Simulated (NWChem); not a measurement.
Species: C3HF4, doublet; SMILES F/[C]=C/C(F)(F)F

```xyz
8

F     -0.0756    -2.8822    -0.0003
C      0.2308    -1.6120     0.0009
C     -0.5637    -0.5570    -0.0025
C     -0.0125     0.8307    -0.0001
F      1.3342     0.8425     0.0033
F     -0.4291     1.5213    -1.0849
F     -0.4345     1.5199     1.0835
H     -1.6476    -0.6602    -0.0069
```
Atoms are numbered in this order, from 1.

Computed with NWChem. Spin-unrestricted. Coordinates come from a B3LYP/6-31G* (spherical d), spin-unrestricted optimisation. No frequency run checked for a minimum. No stability test was run on the SCF state. Fermi-contact couplings, non-relativistic, static geometry.

Q: Predict the results for BHandHLYP/IGLO-II. Quantities: A(iso) 19F atom 1 (MHz); A(iso) 13C atom 2 (MHz); A(iso) 13C atom 3 (MHz); A(iso) 13C atom 4 (MHz); A(iso) 19F atom 5 (MHz); A(iso) 1H atom 8 (MHz); <S²>.

A: 
```json
{
 "A(iso) 19F atom 1 (MHz)": "412",
 "A(iso) 13C atom 2 (MHz)": "635",
 "A(iso) 13C atom 3 (MHz)": "51.6",
 "A(iso) 13C atom 4 (MHz)": "17.4",
 "A(iso) 19F atom 5 (MHz)": "15.8",
 "A(iso) 1H atom 8 (MHz)": "99.8",
 "<S²>": "0.772"
}
```
